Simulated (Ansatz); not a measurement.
C3H6ClNSi, SMILES `C[Si]1(Cl)CC1=N`, relaxed with RKS PBE0-D4/def2-TZVP in the Gaussian-basis code of Ansatz from a PBE-D4/def2-SVP geometry. The force threshold is 0.005 eV/Å; the program also tests the step.

Charge 0, multiplicity 1.

Start:

```xyz
12

C    -1.339    1.066   -1.008
Si    0.273    0.579   -0.186
Cl    1.685    2.110   -0.304
C     0.879   -1.207   -0.263
C     0.481   -0.735    1.132
N     0.608   -1.262    2.283
H    -2.078    0.248   -0.896
H    -1.175    1.256   -2.088
H    -1.752    1.986   -0.551
H     1.936   -1.514   -0.391
H     0.186   -1.930   -0.741
H     0.296   -0.597    3.015
```

| step | energy (eV) | largest force (eV/Å) | largest move (Å) |
| --- | --- | --- | --- |
| 1 | -25088.5699 | 1.006 | 0.000 |
| 2 | -25088.6365 | 0.225 | 0.041 |
| 3 | -25088.6449 | 0.098 | 0.029 |
| 4 (rejected) | -25088.6449 | 0.100 | 0.024 |
| 5 | -25088.6462 | 0.046 | 0.012 |
| 6 | -25088.6467 | 0.036 | 0.013 |
| 7 | -25088.6469 | 0.028 | 0.010 |
| 8 | -25088.6474 | 0.025 | 0.025 |
| 9 | -25088.6479 | 0.033 | 0.029 |
| 10 | -25088.6483 | 0.054 | 0.027 |
| 11 | -25088.6485 | 0.050 | 0.017 |
| 12 (rejected) | -25088.6483 | 0.062 | 0.017 |
| 13 | -25088.6486 | 0.024 | 0.008 |
| 14 | -25088.6486 | 0.006 | 0.006 |
| 15 | -25088.6486 | 0.005 | 0.002 |
| 16 | -25088.6486 | 0.003 | 0.002 |

End:

```xyz
12

C    -1.323    1.061   -0.959
Si    0.303    0.557   -0.233
Cl    1.700    2.045   -0.417
C     0.895   -1.201   -0.275
C     0.493   -0.692    1.104
N     0.497   -1.244    2.233
H    -2.044    0.248   -0.843
H    -1.210    1.283   -2.023
H    -1.712    1.950   -0.460
H     1.955   -1.432   -0.378
H     0.263   -1.981   -0.702
H     0.184   -0.593    2.955
```

Hardware: 4 threads of an Arm Neoverse V1 on a shared host. Wall time 84 s, peak host memory 0.73 GiB.
